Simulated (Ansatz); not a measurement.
Consider the formal exchange of groups at a Ge–C bond: `C[CH](Cl)[GeH3]` + `CS[SiH2][SiH3]` → `[SiH3][SiH2][S][GeH3]` + `CC(C)Cl`.

Calculated with Ansatz (gas phase, PBE0-D4/def2-TZVP geometries, no zero-point term in ΔE). CCSD(T)/CBS is the MP2 limit (def2-TZVPP, def2-QZVPP) plus CCSD(T) − MP2 in def2-TZVPP, frozen cores. DFT in def2-TZVPP. B3LYP here is the variant with VWN-RPA as its local correlation; programs differ in this. For Ge outer-core shells are correlated without core-valence functions, which leaves a few kJ/mol of doubt a bond. Scalar relativity is left out up to krypton. Each species was taken in one conformer, which may not be the lowest.

```
             level  ΔE (kJ/mol)  difference from CCSD(T)/CBS
            PBE-D4        -95.3                          1.1
           PBE0-D4       -100.2                         -3.8
          B3LYP-D4        -97.7                         -1.3
           ωB97X-V        -97.5                         -1.1
           ωB97M-V        -98.0                         -1.6
            B2PLYP        -97.0                         -0.6
               PBE        -93.7                          2.7
              PBE0        -98.6                         -2.2
             B3LYP        -95.1                          1.3
     HF/def2-TZVPP       -106.1                         -9.7
    MP2/def2-TZVPP        -99.4                         -3.0
    MP2/def2-QZVPP        -98.7                         -2.3
SCS-MP2/def2-QZVPP        -97.4                         -1.0
      HF/CBS(def2)       -106.1                         -9.7
     MP2/CBS(def2)        -98.1                         -1.7
    CCSD/CBS(def2)        -97.1                         -0.7
       CCSD(T)/CBS        -96.4                            0
```

Largest T1 diagnostic among the species: 0.012.

From PBE to PBE0 (25 % exact exchange), in def2-TZVPP and without D4, ΔE moves by −4.9 kJ/mol. In def2-TZVPP, CCSD(T) changes the Hartree–Fock value by +8.3 kJ/mol (the triples alone add +0.7 kJ/mol) and MP2 by +6.7 kJ/mol.
